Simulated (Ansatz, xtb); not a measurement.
Two isomers of C4H8BCl

Structure X: `BC1(Cl)CCC1`, a singlet. Structure Y: `B[C@H]1C[C@H](Cl)C1`, a singlet. Both are isolated molecules in the gas phase, relaxed with r2SCAN-D4/def2-SVP; the shapes shown needn't be the lowest conformers.

X (Å):

```xyz
14

C    -0.4050   -0.2794   -0.5159
C     0.3154    1.1132   -0.7152
C     0.9492    0.9242    0.6795
C    -0.1028   -0.1649    0.9927
B     0.5115   -1.1096   -1.4432
Cl   -2.1571   -0.3276   -0.9570
H     1.6292   -1.3750   -1.0646
H     0.1730   -1.3570   -2.5721
H    -0.4490    1.9047   -0.7545
H     0.9831    1.2399   -1.5885
H     0.9591    1.8076    1.3353
H     1.9706    0.5211    0.6178
H     0.2242   -1.0817    1.5070
H    -0.9709    0.2546    1.5226
```

Y (Å):

```xyz
14

C    -0.6948    0.4887    1.8215
C    -1.5961   -0.0825    0.6892
C    -0.9826    0.9962   -0.2153
C     0.2211    1.1151    0.7308
B    -1.2817    1.3393    2.9771
Cl   -0.6679    0.5783   -1.9330
H    -0.6217    2.2175    3.4864
H    -2.3651    1.0698    3.4459
H    -0.1916   -0.2963    2.4397
H    -2.6889   -0.0758    0.8228
H    -1.2713   -1.0828    0.3638
H    -1.5886    1.9160   -0.2238
H     1.0225    0.4289    0.4163
H     0.6410    2.1188    0.8990
```

Quicker runs give these differences E(Y) − E(X): GFN2-xTB +0.05 kcal/mol; HF/STO-3G +1.09 kcal/mol (at GFN2-xTB geometries); r2SCAN-D4/def2-SVP//GFN2-xTB +0.63 kcal/mol.

Question: Estimate E(Y) − E(X) at the level CCSD(T)/def2-SVP + ΔMP2/def2-TZVPP.

Answer: Too close to call at this level: CCSD(T)/def2-SVP + ΔMP2/def2-TZVPP gives E(Y) − E(X) = +1.26 kcal/mol.

Level by level:

| level | geometry | E(Y) − E(X) (kcal/mol) | departure from the last row (kcal/mol) | job, with rough time for the two |
| --- | --- | --- | --- | --- |
| GFN2-xTB | GFN2-xTB | +0.05 | −1.20 | optimisation, 0.63 s |
| HF/STO-3G | GFN2-xTB | +1.09 | −0.17 | single point, 0.88 s |
| r2SCAN-D4/def2-SVP//GFN2-xTB | GFN2-xTB | +0.63 | −0.63 | single point, 6 s |
| r2SCAN-D4/def2-SVP | r2SCAN-D4/def2-SVP | +1.08 | −0.18 | optimisation, 1.8 min |
| HF/def2-SVP | r2SCAN-D4/def2-SVP | −1.04 | −2.29 | part of the CCSD(T) run |
| MP2/def2-SVP | r2SCAN-D4/def2-SVP | +1.60 | +0.34 | part of the CCSD(T) run |
| CCSD(T)/def2-SVP | r2SCAN-D4/def2-SVP | +1.36 | +0.10 | single point |
| CCSD(T)/def2-SVP + ΔMP2/def2-TZVPP | r2SCAN-D4/def2-SVP | +1.26 |  | single point, 66 s |

As drawn, both hold the same kinds of bond in the same numbers.

HF/def2-SVP puts the two in the other order. GFN2-xTB finds them nearly level. The largest departure from CCSD(T)/def2-SVP + ΔMP2/def2-TZVPP is that of HF/def2-SVP, 2.29 kcal/mol. The last row adds to CCSD(T) the change of the MP2 difference between the two basis sets, here −0.10 kcal/mol.

With thermal terms from frequencies at re-optimised GFN2-xTB minima (ideal gas, soft modes damped towards free rotors, one conformer each, 298.15 K, 1 atm): the zero-point term adds −0.16 kcal/mol; ΔH is +1.05 and ΔG +1.01 kcal/mol.

The correlated steps freeze 10 core orbitals. Mirror images aren't counted in ΔG. Codes used: Ansatz 0.2.0, xtb 6.7.1; the last row on 2 threads of Intel(R) Xeon(R) Platinum 8259CL CPU @ 2.50GHz (Skylake/Cascade Lake) on a shared host.
